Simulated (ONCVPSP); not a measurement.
**chlorine, ONCV: configuration errors across variants**

| Item | Value |
| --- | --- |
| Element | Cl |
| Generator | ONCVPSP 4.0.1 |
| Type | optimised norm-conserving Vanderbilt (ONCV) |
| Functional | PBE |
| Relativity | scalar-relativistic |
| Frozen core | [Ne] |
| Valence charge | 7 |
| Reference configuration | 3s2 3p3 (charge +2) |
| Partial waves | 3s: rc 1.05 bohr, ncon 5, nbas 8, qcut 5 1/bohr, 2 projectors, debl 2.9 Ha; 3p: rc 1.50 bohr, ncon 3, nbas 8, qcut 6.6 1/bohr, 1 projector; d scattering state at 0.21 Ha: rc 1.15 bohr, ncon 4, nbas 7, qcut 9.7 1/bohr, 2 projectors, debl 2.8 Ha |
| Local potential | polynomial inside 0.85 bohr (lpopt 5, dvloc0 0 Ha) |
| Core correction | Teter function, fcfact 5.75, rcfact 1.05 |

In the d channel the program set the typed energies aside and used 0.050, 2.850 Ha.

All-electron excitation energies from the reference (eV): (1) 3s2 3p5 -39.322; (2) 3s2 3p4 -25.447; (3) 3s2 3p2 38.307; (4) 3s1 3p6 -27.169.

4 further variants failed, have other tests or too few solved ones, and are left out.

A true bound ghost makes a file unfit for plane-wave use even where its test errors are small: the radial tests pick states by their node count and pass the ghost by.

Errors AE − PS in meV (a dash: test not solved or not reliable):

```csv
change,(1),(2),(3),(4),bound ghosts,GHOST(+) flags above zero
base,+30,+11,+14,+32,s,s
"all radii but the core radius scaled by about 1.15 (s 1.20, p 1.72, d 1.32 bohr); local potential polynomial inside 0.98 bohr (lpopt 5, dvloc0 0 Ha)",+26,+9.9,+11,+21,none,s
"all radii but the core radius scaled by about 1.18 (s 1.24, p 1.78, d 1.36 bohr); local potential polynomial inside 1.00 bohr (lpopt 5, dvloc0 0 Ha)",+25,+9.4,+9.3,+19,none,s
"all radii but the core radius scaled by about 1.28 (s 1.34, p 1.92, d 1.46 bohr); local potential polynomial inside 1.08 bohr (lpopt 5, dvloc0 0 Ha)",+24,+8.7,+6.9,+16,none,s
"all radii but the core radius scaled by about 1.34 (s 1.40, p 2.00, d 1.54 bohr); local potential polynomial inside 1.14 bohr (lpopt 5, dvloc0 0 Ha)",+23,+8.3,+5.6,+14,none,none
```

Task: Give the same row for: all radii but the core radius scaled by about 1.08 (s 1.12, p 1.62, d 1.24 bohr); local potential polynomial inside 0.92 bohr (lpopt 5, dvloc0 0 Ha).

Result: +29, +11, +12, +27; bound ghosts: s; GHOST(+) flags above zero: none.
